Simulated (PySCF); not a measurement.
C2H6N, charge -1, singlet, geometry from GFN2-xTB (in this run its highest filled SCF level lies above zero, so its values depend strongly on the basis, on diffuse functions most of all). Base run: BHANDHLYP/6-31G*, TDDFT (PySCF).

PySCF was given this input:
```python
from pyscf import gto, scf, dft, tdscf

mol = gto.M(
    atom='''
C     0.068388   -0.343447    1.280013
N    -0.020316    0.577285    0.030283
C    -0.014644   -0.232449   -1.156616
H     0.074469    0.429802    2.123582
H    -1.001283   -0.749206    1.345617
H     0.851123    1.116069    0.047208
H     0.820505   -0.966737   -1.224493
H     0.018715    0.396171   -2.064198
H    -0.943784   -0.811711   -1.180078
''',
    basis='6-31g*',
    charge=-1,
    spin=0,
    verbose=4,
)

mf = dft.RKS(mol)
mf.xc = 'bhandhlyp'
mf.kernel()
td = mf.TDDFT()
td.nstates = 5
td.kernel()
td.analyze()
```

Each row names what was changed in the base input (with any setting that the change needs).

```json
[
 {"change": "base", "first excitation (eV)": "4.22", "oscillator strength of the first": "0.020", "second (eV)": "5.46", "core-seconds (rough)": "50"},
 {"change": "functional = b3lyp", "first excitation (eV)": "3.34", "oscillator strength of the first": "0.019", "second (eV)": "4.36", "core-seconds (rough)": "40"},
 {"change": "functional = wb97x", "first excitation (eV)": "4.30", "oscillator strength of the first": "0.021", "second (eV)": "5.61", "core-seconds (rough)": "70"},
 {"change": "basis = def2-SVP", "first excitation (eV)": "3.46", "oscillator strength of the first": "0.029", "second (eV)": "4.43", "core-seconds (rough)": "80"},
 {"change": "functional = camb3lyp", "first excitation (eV)": "3.88", "oscillator strength of the first": "0.018", "second (eV)": "5.07", "core-seconds (rough)": "60"},
 {"change": "functional = hf", "first excitation (eV)": "5.49", "oscillator strength of the first": "0.027", "second (eV)": "6.93", "core-seconds (rough)": "7"},
 {"change": "response = Tamm-Dancoff", "first excitation (eV)": "4.24", "oscillator strength of the first": "0.024", "second (eV)": "5.47", "core-seconds (rough)": "20"},
 {"change": "functional = lc_wpbe", "first excitation (eV)": "4.63", "oscillator strength of the first": "0.020", "second (eV)": "6.00", "core-seconds (rough)": "70"},
 {"change": "functional = pbe", "first excitation (eV)": "2.81", "oscillator strength of the first": "0.019", "second (eV)": "3.78", "core-seconds (rough)": "10"},
 {"change": "guess vectors = 13 for 5 states", "first excitation (eV)": "4.22", "oscillator strength of the first": "0.020", "second (eV)": "5.46", "core-seconds (rough)": "50"},
 {"change": "states = triplets; response = Tamm-Dancoff", "first excitation (eV)": "3.83", "oscillator strength of the first": "-", "second (eV)": "5.18", "core-seconds (rough)": "30"}
]
```

An iterative solver can miss low states, so a row lists the states that it found.
